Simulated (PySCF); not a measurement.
# Computed records: AlBH₃NO, B₂FH₃O, CH₅BOSi, BH₃O₂

Calculation on a computer-drawn molecule: the log of a Hartree-Fock and frozen-core CCSD(T) single point meant for a local Hartree-Fock minimum, with one planted fault or none, to be diagnosed. Offsets are logged minus clean, where the clean run is the same molecule without the fault. The reference is restricted for singlets and unrestricted otherwise, and also for a bond in bohr or an excited solution. Adding or removing an electron swaps singlet and doublet. The excited solution moves the top pair (singlet) or top alpha electron (doublet) to the lowest empty orbital. Highest occupied and lowest empty are orbital energies over both spins, largest force is the largest gradient component, triples share is (T) over the correlation energy, the T1 limit is 0.02 restricted and 0.045 unrestricted, electrons count all cores, a negative frequency is imaginary (commonest isotopes), and the dipole is about the centre of nuclear charge. Program: PySCF 2.14.0.

Common to all runs: meant charge 0; meant multiplicity 1; logged SCF converged yes; possible faults no fault, one electron removed, one electron added, multiplicity raised by two, geometry at a saddle point, SCF held on an excited solution, minimal basis STO-3G, one bond length entered in bohr, all coordinates scaled.

```yaml
- entry: 1
  formula: AlBH3NO
  logged_structure:
    atoms_angstrom:
      - [O, -0.2079, 2.0824, 0.3373]
      - [B, 0.9386, 1.3014, 0.1596]
      - ["N", 2.0296, 0.5566, 0.0124]
      - [Al, 3.5533, -0.4819, -0.2094]
      - [H, -0.6214, 2.4349, -0.5044]
      - [H, 4.1396, -0.7683, -1.7489]
      - [H, 4.3351, -1.127, 1.1188]
  given:
    meant_basis: "cc-pV(D+d)Z"
    logged_electrons: 36
    logged_basis_functions: 80
    logged_spin_squared: 0.0
    "logged_highest_occupied [eV]": -10.251
    "logged_lowest_empty [eV]": 1.7001
    "logged_largest_force [hartree/bohr]": 0.050254
    logged_T1_diagnostic: 0.016793
    logged_D1_diagnostic: 0.044093
    logged_triples_share: 0.031951
    logged_CC_converged: "yes"
    "logged_dipole_magnitude [debye]": 2.8605
    logged_SCF_stable_within_its_kind: "yes"
    "logged_energy_HF [hartree]": -397.74049
    "logged_energy_CCSD(T) [hartree]": -398.27656
    drawn_bonds_atom: [1, 2, 3, 1, 4, 4]
    drawn_bonds_other_atom: [2, 3, 4, 5, 6, 7]
    drawn_bonds_order: [1, 2, 1, 1, 1, 1]
  results:
    planted_fault: "all coordinates scaled, by +5.8 %"
    "HF_energy_offset_from_clean_run [kcal/mol]": 15.47
    "CCSD(T)_energy_offset_from_clean_run [kcal/mol]": 7.047
- entry: 2
  formula: B2FH3O
  logged_structure:
    atoms_angstrom:
      - [O, -1.43, 0.5913, 0.0]
      - [B, -0.4455, -0.3312, 0.0]
      - [B, 1.1953, 0.2428, 0.0]
      - [F, 2.2046, -0.6301, 0.0]
      - [H, -2.3032, 0.2281, 0.0]
      - [H, -0.7328, -1.5046, 0.0]
      - [H, 1.5116, 1.4038, 0.0]
  given:
    meant_basis: cc-pVDZ
    logged_electrons: 30
    logged_basis_functions: 71
    logged_spin_squared: 0.0
    "logged_highest_occupied [eV]": -11.172
    "logged_lowest_empty [eV]": 1.6439
    "logged_largest_force [hartree/bohr]": 2.8153e-05
    "logged_lowest_frequency [cm^-1]": -53.634
    logged_T1_diagnostic: 0.016896
    logged_D1_diagnostic: 0.060684
    logged_triples_share: 0.021986
    logged_CC_converged: "yes"
    "logged_dipole_magnitude [debye]": 2.2895
    logged_SCF_stable_within_its_kind: "yes"
    "logged_energy_HF [hartree]": -225.5009
    "logged_energy_CCSD(T) [hartree]": -226.07861
    drawn_bonds_atom: [1, 2, 3, 1, 2, 3]
    drawn_bonds_other_atom: [2, 3, 4, 5, 6, 7]
    drawn_bonds_order: [1, 1, 1, 1, 1, 1]
  results:
    planted_fault: "geometry at a saddle point"
    "HF_energy_offset_from_clean_run [kcal/mol]": 0.9071
    "CCSD(T)_energy_offset_from_clean_run [kcal/mol]": 0.2131
- entry: 3
  formula: CH5BOSi
  logged_structure:
    atoms_angstrom:
      - [O, -0.1097, -1.5911, -2.4329]
      - [B, 0.5723, 0.2369, -0.7607]
      - [C, 0.0866, 0.2976, 0.7076]
      - [Si, 0.6042, 1.5553, 1.729]
      - [H, -0.6949, -2.2384, -2.0699]
      - [H, 1.3189, 1.0766, -1.1967]
      - [H, -0.5878, -0.4564, 1.1089]
      - [H, 1.5135, 2.6222, 1.2866]
      - [H, 0.1987, 1.6986, 3.1383]
  given:
    meant_basis: "cc-pV(D+d)Z"
    logged_electrons: 38
    logged_basis_functions: 90
    logged_spin_squared: 0.848
    "logged_highest_occupied [eV]": -8.2676
    "logged_lowest_empty [eV]": 0.99829
    "logged_largest_force [hartree/bohr]": 0.018298
    logged_T1_diagnostic: 0.057876
    logged_D1_diagnostic: 0.33366
    logged_triples_share: 0.037388
    logged_CC_converged: "yes"
    "logged_dipole_magnitude [debye]": 3.7579
    logged_SCF_stable_within_its_kind: "yes"
    "logged_energy_HF [hartree]": -429.09945
    "logged_energy_CCSD(T) [hartree]": -429.64111
    drawn_bonds_atom: [1, 2, 3, 1, 2, 3, 4, 4]
    drawn_bonds_other_atom: [2, 3, 4, 5, 6, 7, 8, 9]
    drawn_bonds_order: [1, 1, 2, 1, 1, 1, 1, 1]
  results:
    planted_fault: "one bond length entered in bohr, row 1 of the drawn bonds"
    "HF_energy_offset_from_clean_run [kcal/mol]": 109.8
    "CCSD(T)_energy_offset_from_clean_run [kcal/mol]": 123.3
  notes: ["T1 above single-reference limit"]
- entry: 4
  formula: CH5BOSi
  logged_structure:
    atoms_angstrom:
      - [O, -0.1097, -1.5911, -2.4329]
      - [B, 0.2512, -0.6238, -1.548]
      - [C, -0.2345, -0.5631, -0.0797]
      - [Si, 0.2831, 0.6946, 0.9417]
      - [H, -0.6949, -2.2384, -2.0699]
      - [H, 0.9978, 0.2159, -1.984]
      - [H, -0.9089, -1.3171, 0.3216]
      - [H, 1.1924, 1.7615, 0.4993]
      - [H, -0.1224, 0.8379, 2.351]
  given:
    meant_basis: "cc-pV(D+d)Z"
    logged_electrons: 39
    logged_basis_functions: 90
    logged_spin_squared: 0.7657
    "logged_highest_occupied [eV]": 0.28134
    "logged_lowest_empty [eV]": 8.2224
    "logged_largest_force [hartree/bohr]": 0.06711
    logged_T1_diagnostic: 0.015866
    logged_D1_diagnostic: 0.062325
    logged_triples_share: 0.029698
    logged_CC_converged: "yes"
    "logged_dipole_magnitude [debye]": 2.6538
    logged_SCF_stable_within_its_kind: "yes"
    "logged_energy_HF [hartree]": -429.23961
    "logged_energy_CCSD(T) [hartree]": -429.8139
    drawn_bonds_atom: [1, 2, 3, 1, 2, 3, 4, 4]
    drawn_bonds_other_atom: [2, 3, 4, 5, 6, 7, 8, 9]
    drawn_bonds_order: [1, 1, 2, 1, 1, 1, 1, 1]
  results:
    planted_fault: "one electron added"
    "HF_energy_offset_from_clean_run [kcal/mol]": 21.84
    "CCSD(T)_energy_offset_from_clean_run [kcal/mol]": 14.83
  notes: ["highest electron not bound in this basis"]
- entry: 5
  formula: BH3O2
  logged_structure:
    atoms_angstrom:
      - [O, -1.8212, 0.5787, -1.6612]
      - [B, -1.9518, 1.6868, -0.8886]
      - [O, -2.6388, 1.7313, 0.281]
      - [H, -2.2467, -0.2024, -1.3413]
      - [H, -1.4267, 2.6906, -1.2633]
      - [H, -3.0448, 0.9228, 0.5545]
  given:
    meant_basis: cc-pVDZ
    logged_electrons: 23
    logged_basis_functions: 57
    logged_spin_squared: 0.7533
    "logged_highest_occupied [eV]": -20.793
    "logged_lowest_empty [eV]": -11.379
    "logged_largest_force [hartree/bohr]": 0.20497
    logged_T1_diagnostic: 0.031008
    logged_D1_diagnostic: 0.15708
    logged_triples_share: 0.027451
    logged_CC_converged: "yes"
    "logged_dipole_magnitude [debye]": 1.2965
    logged_SCF_stable_within_its_kind: "yes"
    "logged_energy_HF [hartree]": -175.80764
    "logged_energy_CCSD(T) [hartree]": -176.27906
    drawn_bonds_atom: [1, 2, 1, 2, 3]
    drawn_bonds_other_atom: [2, 3, 4, 5, 6]
    drawn_bonds_order: [1, 1, 1, 1, 1]
  results:
    planted_fault: "one electron removed"
    "HF_energy_offset_from_clean_run [kcal/mol]": 290.2
    "CCSD(T)_energy_offset_from_clean_run [kcal/mol]": 301.7
- entry: 6
  formula: BH3O2
  logged_structure:
    atoms_angstrom:
      - [O, -1.8212, 0.5787, -1.6612]
      - [B, -1.9518, 1.6868, -0.8886]
      - [O, -2.6388, 1.7313, 0.281]
      - [H, -2.2467, -0.2024, -1.3413]
      - [H, -1.4267, 2.6906, -1.2633]
      - [H, -3.0448, 0.9228, 0.5545]
  given:
    meant_basis: cc-pVDZ
    logged_electrons: 24
    logged_basis_functions: 57
    logged_spin_squared: 0.0
    "logged_highest_occupied [eV]": -2.4834
    "logged_lowest_empty [eV]": -7.8736
    "logged_largest_force [hartree/bohr]": 0.15086
    logged_CC_converged: "no"
    "logged_dipole_magnitude [debye]": 4.8156
    logged_SCF_stable_within_its_kind: "no"
    "logged_energy_HF [hartree]": -175.39732
    drawn_bonds_atom: [1, 2, 1, 2, 3]
    drawn_bonds_other_atom: [2, 3, 4, 5, 6]
    drawn_bonds_order: [1, 1, 1, 1, 1]
  results:
    planted_fault: "SCF held on an excited solution"
    "HF_energy_offset_from_clean_run [kcal/mol]": 547.6
  notes: ["CCSD not converged"]
```
